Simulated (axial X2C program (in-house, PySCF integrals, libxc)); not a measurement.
TmO²⁺: a free-ion multiplet in an axial field

Calculated with an in-house all-electron X2C program for linear molecules (integrals from PySCF): two-component X2C with atomic mean-field Coulomb and Gaunt terms, basis Tm dyall-v3z, O dyall-v3z (cores contracted in-house). Orbitals come from Hartree–Fock averaged over the configuration Tm f11 s0; CI then distributes these electrons over the f, s shells of Tm.

R = 1.633 Å.

Which level do Hund's rules give for f11, how many Ω levels does it split into, and what is its Landé factor?

S = 3/2, L = 6, J = 15/2 (4I15/2). It gives Ω = 1/2 to 15/2, 8 levels. gJ = 3/2 + [S(S+1) − L(L+1)]/[2J(J+1)] = 1.200, so g∥ = 2gJΩ.

The computed levels compare thus:

```csv
Ω,energy (cm⁻¹),g∥ computed,2gJΩ
11/2,0,13.20,13.20
9/2,8,10.74,10.80
1/2,64,1.20,1.20
7/2,74,8.33,8.40
3/2,90,3.60,3.60
5/2,106,5.96,6.00
13/2,261,15.70,15.60
15/2,1762,17.96,18.00
```

The 8 lowest levels are just these Ω; they span 1762 cm⁻¹, the lowest has Ω = 11/2, and the next level lies at 7342 cm⁻¹. Departures of g∥ from 2gJΩ come from intermediate coupling and from mixing with the higher-lying level J − 1 of the term. The computed g∥ is the magnitude of 2⟨Lz + ge Sz⟩.

Dynamic correlation is missing, so gaps between terms are too wide and other configurations may lie lower; the lowest level listed is that of this model, not necessarily the ground state. At most 4 roots were kept for each Ω > 0 (twice that for Ω = 0) within 2.2 eV of the lowest, so higher up levels can be missing between those listed; levels with Ω > 0 are doubly degenerate and listed once, Ω = 0 levels singly. States that fill the shells left empty in the average are placed too high. Along the bond the averaged SCF switches between close solutions, so this one may not be the lowest.
